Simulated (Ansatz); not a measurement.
Born–Oppenheimer molecular dynamics of CH9NOSi2 (14 atoms, charge 0, multiplicity 1). It starts from a rough guess of a transition structure, not a stationary point.

Computed with UKS B3LYP-D4/STO-3G in Ansatz.

| Quantity | Value |
| --- | --- |
| ensemble | NVE (velocity Verlet) |
| time step | 0.5 fs |
| steps asked | 150 |
| starting velocities drawn for | 1000 K |
| seed | 993379 |

First frame:

```xyz
14
Properties=species:S:1:pos:R:3
Si -0.520 0.623 0.592
O 0.868 -0.792 0.004
C 0.636 -2.159 0.104
N 0.728 0.863 1.667
H 1.337 -0.129 0.996
H -1.616 -0.229 1.090
Si -0.964 1.716 -1.387
H 0.194 -2.423 1.071
H 1.582 -2.695 -0.013
H -0.046 -2.474 -0.692
H 1.062 1.685 2.141
H -0.363 1.089 -2.567
H -2.409 1.818 -1.656
H -0.489 3.107 -1.350
```

What does the run give?

The run went to its last step.

```json
{
 "steps done": "150",
 "time covered": "75 fs",
 "mean temperature over the second half": "1536 K",
 "spread of the potential energy over the second half": "30.6 meV per atom",
 "mean potential energy of the second half above the start": "-59.4 meV per atom"
}
```

The conserved energy stayed within 0.37 meV per atom of its start (net change -0.032 meV per atom), so the integration is sound. The kinetic energy rose, since the run started high on the potential surface and went downhill. A run of 0.075 ps of so small a system gives no equilibrium averages. The orbitals were unrestricted but ended closed-shell. Limits of this set-up: minimal basis.

What happens to the structure?

The planned step would form O2–H5 and break Si1–O2, N4–H5. These pairs go: O2–H5 1.28 → 3.78 Å, Si1–O2 2.07 → 1.62 Å, N4–H5 1.34 → 1.05 Å. In the last frame they stand as before the step (other bonds may differ from the relaxed reactants and products). It ends as one piece, CH9NOSi2. Pairs count as bonded within 1.25 times the sum of covalent radii (0.12 Å more for H–H). This is one draw of velocities; another would differ in detail.

How do temperature and energy run in time?


```csv
time (fs),T (K),potential energy less start (eV),conserved less start (meV/atom)
0,1000,0.000,0.00
6,850,0.231,-0.11
12,998,0.004,0.12
18,1402,-0.622,0.12
24,1719,-1.116,-0.06
30,1667,-1.038,-0.26
36,2154,-1.795,-0.33
42,1856,-1.325,0.17
48,1454,-0.703,0.09
54,1602,-0.937,-0.23
60,1423,-0.656,0.02
66,1335,-0.517,0.15
72,1213,-0.330,0.09
```

Run time: 12 min on 1 thread of Arm Neoverse V1, on a shared host, peak memory 0.16 GiB.
